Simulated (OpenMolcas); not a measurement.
**How basis sets differ on SnNH4F (SMILES [NH2][SnH2][F])**

SnNH4F: 7 atoms, total charge 0, spin state singlet. SMILES: `[NH2][SnH2][F]`. The coordinates come from a PBE0-D4/def2-TZVP relaxation. This is one conformer, not always the lowest.

```jsonl
{"atom": "N", "x (Å)": "-0.8246", "y (Å)": "0.0883", "z (Å)": "-0.9430"}
{"atom": "Sn", "x (Å)": "0.4977", "y (Å)": "-0.0651", "z (Å)": "0.5429"}
{"atom": "F", "x (Å)": "0.2339", "y (Å)": "-1.8275", "z (Å)": "1.2724"}
{"atom": "H", "x (Å)": "-1.5842", "y (Å)": "0.7414", "z (Å)": "-0.8296"}
{"atom": "H", "x (Å)": "-0.4695", "y (Å)": "0.1255", "z (Å)": "-1.8857"}
{"atom": "H", "x (Å)": "0.1131", "y (Å)": "0.9711", "z (Å)": "1.8338"}
{"atom": "H", "x (Å)": "2.0949", "y (Å)": "-0.1018", "z (Å)": "-0.0366"}
```

Quantity: the dipole moment, in D. The values are calculated.

```csv
level,kind,program,value (D),CPU time
HF/ANO-R0 (sfX2C),Hartree–Fock,OpenMolcas,2.47,12 s
HF/ANO-RCC-MB (DKH2),Hartree–Fock,OpenMolcas,4.10,4.4 s
HF/STO-3G,Hartree–Fock,OpenMolcas,2.84,2.6 s
HF/3-21G,Hartree–Fock,OpenMolcas,4.39,3.2 s
HF/def2-SVP (core potential),Hartree–Fock,OpenMolcas,4.28,5.1 s
```

All-electron rows without a relativistic Hamiltonian named are non-relativistic, while core potentials hold scalar relativity, so basis and relativity change together. The values span 2.47 to 4.39 D. Magnitudes only. Sets without polarisation functions give poor dipoles. Times are those of the runs behind each value, whatever else they computed, on shared processors of several kinds: orders of magnitude only.
